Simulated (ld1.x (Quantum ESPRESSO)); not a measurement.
**carbon (C), TM: configuration errors across variants**

| Quantity | Value |
| --- | --- |
| Element | C (Z = 6) |
| Generator | ld1.x (Quantum ESPRESSO) 7.5 |
| Type | norm-conserving Troullier–Martins (Kleinman–Bylander form) |
| Functional | LDA (PZ) |
| Relativity | scalar-relativistic |
| Frozen core | [He] |
| Valence charge | 4 |
| Reference configuration | 2s1.75 2p2.25 |
| Partial waves | 2s (bound): rc 1.25 bohr; 2p (bound): rc 1.75 bohr; 3d channel at 0.45 Ry: rc 1.75 bohr |
| Local potential | the d channel |
| Core correction | a·sin(br)/r model core, default radius (core density twice the valence density) |

All-electron excitation energies from the reference (eV): (1) 2s2 2p2 -2.057; (2) 2s2 2p1 8.931; (3) 2s2 2p0 33.190; (4) 2s2 2p2.3 -3.256; (5) 2s1 2p3 6.184; (6) 2s0 2p4 14.460; (7) 2s2 2p1.5 1.972; (8) 2s1.75 2p2.25 spin -1.825; (9) 2s2 2p2 spin -3.185.

Spin tests fill each open shell by Hund’s rule, majority spin first.

The default core radius of the base comes out at 0.52 bohr.

1 further variants failed, have other tests or too few solved ones, and are left out.

Errors AE − PS in meV (a dash: test not solved or not reliable):

```tsv
change	(1)	(2)	(3)	(4)	(5)	(6)	(7)	(8)	(9)	bound ghosts
base	+0.4	+23	+188	-0.1	+3.6	+21	+5.1	+51	+30	none
wave 3d channel at 0.45 Ry: rc 1.75 bohr becomes 3d channel at 3.15 Ry: rc 1.75 bohr	+0.4	+23	+186	-0.2	+3.6	+21	+5.0	+51	+30	none
wave 2s (bound): rc 1.25 bohr becomes 2s (bound): rc 1.56 bohr	+0.4	+31	+234	-0.3	+3.9	+23	+6.8	+53	+33	none
type RRKJ; local potential the p channel	+0.3	+11	+129	-0.6	+2.7	+16	+2.3	+49	+26	none
core correction none	+0.5	+28	+237	-0.1	+4.6	+27	+6.0	+177	+110	none
local potential all-electron potential smoothed inside 1.55 bohr (lloc = -1)	+0.4	+21	+177	-0.2	+3.6	+21	+4.7	+51	+30	none
wave 2p (bound): rc 1.75 bohr becomes 2p (bound): rc 2.40 bohr	-0.2	+83	+618	-2.5	-2.3	-10	+17	+42	+19	none
all radii but the core radius scaled by about 1.07 (s 1.34, p 1.88, d 1.88 bohr)	+0.4	+33	+259	-0.4	+3.3	+19	+7.1	+53	+31	none
wave 3d channel at 0.45 Ry: rc 1.75 bohr becomes 3d channel at -0.18 Ry: rc 1.75 bohr	+0.4	+24	+189	-0.1	+3.6	+21	+5.1	+51	+30	none
wave 3d channel at 0.45 Ry: rc 1.75 bohr becomes 3d channel at 0.45 Ry: rc 1.90 bohr	+0.4	+24	+190	-0.1	+3.6	+21	+5.2	+51	+30	none
wave 2s (bound): rc 1.25 bohr becomes 2s (bound): rc 0.86 bohr	+0.4	+22	+181	-0.2	+3.7	+21	+4.8	+50	+29	none
```

(1) Give the same row for: wave 3d channel at 0.45 Ry: rc 1.75 bohr becomes 3d channel at 0.45 Ry: rc 1.48 bohr.

Results:

(1) +0.4, +23, +186, -0.2, +3.6, +21, +5.0, +51, +30; bound ghosts: none.
